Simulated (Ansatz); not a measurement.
**Loss of CH4: CH8GaN → GaH2(NH2) + CH4**

Species: CH8GaN `C[NH2+][GaH3-]`, singlet; GaH2(NH2), singlet; CH4 (methane) `C`, singlet. 

Shapes, held fixed at every level: PBE0-D4/def2-TZVP. Programs: Ansatz 0.2.0. The zero-point and thermal change to 298 K, harmonic and unscaled (PBE0-D4/def2-TZVP), is -6.8 kJ/mol.

| level | kind | ΔH(298 K) (kJ/mol) | less CCSD(T)/def2-TZVPP |
| --- | --- | --- | --- |
| BHLYP-D4/def2-TZVPP | global hybrid | -37.6 | +0.6 |
| r2SCAN0-D4/def2-TZVPP | global hybrid | -34.5 | +3.7 |
| B2PLYP/def2-TZVPP | double hybrid | -52.0 | -13.8 |
| MP2/def2-TZVPP | perturbation theory | -44.4 | -6.2 |
| CCSD/def2-SVP | coupled cluster or CI | -25.2 | +13.0 |
| CCSD/def2-TZVPP | coupled cluster or CI | -39.8 | -1.6 |
| CCSD(T)/def2-TZVPP | coupled cluster or CI | -38.2 | 0.0 |

The highest level, CCSD(T)/def2-TZVPP, gives ΔH(298 K) = -38.2 kJ/mol; the levels span -52.0 to -25.2. The column of differences is taken from that level and isn't an error. No measured value is set beside it here. Relativity is left out for Ga unless named. Correlated rows may include outer-core shells of Ga, which these sets cover unevenly.
